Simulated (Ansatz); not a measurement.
Molecular dynamics of ClFH4W

Input:

```yaml
crystal:
  periodic: [false, false, false]
  atoms:
    - { symbol: W, position_ang: [0.358156, 0.022779, 0.353236] }
    - { symbol: F, position_ang: [-0.346098, -0.099653, 2.139938] }
    - { symbol: Cl, position_ang: [2.539719, -0.03493, -0.457859] }
    - { symbol: H, position_ang: [-0.330349, 1.370448, -0.583116] }
    - { symbol: H, position_ang: [-1.213234, -0.351029, -0.123356] }
    - { symbol: H, position_ang: [-0.104581, -1.578667, 0.325191] }
    - { symbol: H, position_ang: [0.185346, -0.488562, -1.23845] }
basis:
  gaussian: { orbitals: def2-SVP }
hamiltonian:
  xc: revpbe
md:
  timestep: 0.5
  n_steps: 100
  ensemble: nve
  temperature: 500.0
  initial_velocities: maxwell_boltzmann
  seed: 785192
```

Command:

```bash
$ ansatz run input.yaml --threads 1 --pin off --max-ram 2048MiB --backend cpu --events-out ev --progress --plain --runs-dir out
```

It goes on from the last frame of an earlier run, with new velocities.

Output, in part (one step line in 4, the closing report, with atoms numbered from 0):

```
md step     0: t =     0.00 fs  T =   500.0 K  F+E_penalty+E_count = -17123.49135714 eV  E_kin = 0.323150 eV  conserved = -17123.16820714 eV  (30 SCF iters)
md step     4: t =     2.00 fs  T =   441.8 K  F+E_penalty+E_count = -17123.45339452 eV  E_kin = 0.285557 eV  conserved = -17123.16783729 eV  (34 SCF iters)
md step     8: t =     4.00 fs  T =   404.6 K  F+E_penalty+E_count = -17123.42913930 eV  E_kin = 0.261474 eV  conserved = -17123.16766528 eV  (33 SCF iters)
md step    12: t =     6.00 fs  T =   442.9 K  F+E_penalty+E_count = -17123.45423439 eV  E_kin = 0.286216 eV  conserved = -17123.16801879 eV  (32 SCF iters)
md step    16: t =     8.00 fs  T =   447.8 K  F+E_penalty+E_count = -17123.45762401 eV  E_kin = 0.289404 eV  conserved = -17123.16822051 eV  (32 SCF iters)
md step    20: t =    10.00 fs  T =   375.4 K  F+E_penalty+E_count = -17123.41035818 eV  E_kin = 0.242590 eV  conserved = -17123.16776838 eV  (32 SCF iters)
md step    24: t =    12.00 fs  T =   361.4 K  F+E_penalty+E_count = -17123.40138765 eV  E_kin = 0.233558 eV  conserved = -17123.16782963 eV  (32 SCF iters)
md step    28: t =    14.00 fs  T =   402.4 K  F+E_penalty+E_count = -17123.42815460 eV  E_kin = 0.260090 eV  conserved = -17123.16806444 eV  (32 SCF iters)
md step    32: t =    16.00 fs  T =   408.3 K  F+E_penalty+E_count = -17123.43194690 eV  E_kin = 0.263868 eV  conserved = -17123.16807898 eV  (32 SCF iters)
md step    36: t =    18.00 fs  T =   369.2 K  F+E_penalty+E_count = -17123.40640911 eV  E_kin = 0.238615 eV  conserved = -17123.16779444 eV  (33 SCF iters)
md step    40: t =    20.00 fs  T =   378.5 K  F+E_penalty+E_count = -17123.41220961 eV  E_kin = 0.244598 eV  conserved = -17123.16761209 eV  (33 SCF iters)
md step    44: t =    22.00 fs  T =   489.8 K  F+E_penalty+E_count = -17123.48451455 eV  E_kin = 0.316531 eV  conserved = -17123.16798334 eV  (33 SCF iters)
md step    48: t =    24.00 fs  T =   578.3 K  F+E_penalty+E_count = -17123.54215245 eV  E_kin = 0.373749 eV  conserved = -17123.16840299 eV  (33 SCF iters)
md step    52: t =    26.00 fs  T =   523.6 K  F+E_penalty+E_count = -17123.50645166 eV  E_kin = 0.338387 eV  conserved = -17123.16806455 eV  (32 SCF iters)
md step    56: t =    28.00 fs  T =   423.5 K  F+E_penalty+E_count = -17123.44164563 eV  E_kin = 0.273720 eV  conserved = -17123.16792543 eV  (30 SCF iters)
md step    60: t =    30.00 fs  T =   343.1 K  F+E_penalty+E_count = -17123.38963057 eV  E_kin = 0.221727 eV  conserved = -17123.16790382 eV  (32 SCF iters)
md step    64: t =    32.00 fs  T =   277.9 K  F+E_penalty+E_count = -17123.34754956 eV  E_kin = 0.179615 eV  conserved = -17123.16793477 eV  (33 SCF iters)
md step    68: t =    34.00 fs  T =   216.2 K  F+E_penalty+E_count = -17123.30751483 eV  E_kin = 0.139751 eV  conserved = -17123.16776416 eV  (34 SCF iters)
md step    72: t =    36.00 fs  T =   212.8 K  F+E_penalty+E_count = -17123.30506560 eV  E_kin = 0.137543 eV  conserved = -17123.16752274 eV  (34 SCF iters)
md step    76: t =    38.00 fs  T =   337.7 K  F+E_penalty+E_count = -17123.38602560 eV  E_kin = 0.218232 eV  conserved = -17123.16779313 eV  (33 SCF iters)
md step    80: t =    40.00 fs  T =   494.3 K  F+E_penalty+E_count = -17123.48784504 eV  E_kin = 0.319491 eV  conserved = -17123.16835371 eV  (32 SCF iters)
md step    84: t =    42.00 fs  T =   515.6 K  F+E_penalty+E_count = -17123.50143951 eV  E_kin = 0.333263 eV  conserved = -17123.16817649 eV  (33 SCF iters)
md step    88: t =    44.00 fs  T =   458.3 K  F+E_penalty+E_count = -17123.46411093 eV  E_kin = 0.296206 eV  conserved = -17123.16790477 eV  (33 SCF iters)
md step    92: t =    46.00 fs  T =   420.5 K  F+E_penalty+E_count = -17123.43973713 eV  E_kin = 0.271763 eV  conserved = -17123.16797373 eV  (33 SCF iters)
md step    96: t =    48.00 fs  T =   382.7 K  F+E_penalty+E_count = -17123.41537643 eV  E_kin = 0.247363 eV  conserved = -17123.16801338 eV  (33 SCF iters)
md step   100: t =    50.00 fs  T =   316.9 K  F+E_penalty+E_count = -17123.37275327 eV  E_kin = 0.204837 eV  conserved = -17123.16791631 eV  (30 SCF iters)
Total energy: -17123.37282636 eV, -629.2723447297 hartree
Atom 0 at     0.367122     0.003206     0.352769 Å, force    -1.774939     0.247906    -0.324667 eV/Å
Atom 1 at    -0.338031     0.004851     2.117977 Å, force     0.001190    -0.051691    -0.191523 eV/Å
Atom 2 at     2.517548    -0.012577    -0.441475 Å, force     0.100211     0.161964    -0.084675 eV/Å
Atom 3 at    -0.895443     1.240704     0.089638 Å, force     1.071377    -0.674187    -0.001271 eV/Å
Atom 4 at    -1.175889    -0.228931    -0.307988 Å, force    -0.081667     0.290912     0.553263 eV/Å
Atom 5 at    -0.388536    -1.409558    -0.182186 Å, force     0.371938    -0.238825     0.267580 eV/Å
Atom 6 at    -0.010473     0.163956    -1.296289 Å, force     0.311890     0.263922    -0.218707 eV/Å
Dipole moment:     0.109963    -0.032097     0.116630 e Å
```

All steps were run. The conserved energy stayed within 0.098 meV per atom of its start (net change 0.042 meV per atom), so the integration is sound. A run of 0.05 ps of so small a system gives no equilibrium averages.

The same pairs are bonded in the first frame and the last. Pairs count as bonded within 1.25 times the sum of covalent radii (0.12 Å more for H–H).

Last frame:

```xyz
7
Properties=species:S:1:pos:R:3
W 0.367 0.003 0.353
F -0.338 0.005 2.118
Cl 2.518 -0.013 -0.442
H -0.895 1.241 0.090
H -1.176 -0.229 -0.308
H -0.389 -1.410 -0.182
H -0.011 0.164 -1.296
```

Run time: 5.2 min on 1 thread of Arm Neoverse V1 (shared host), peak memory 0.15 GiB.
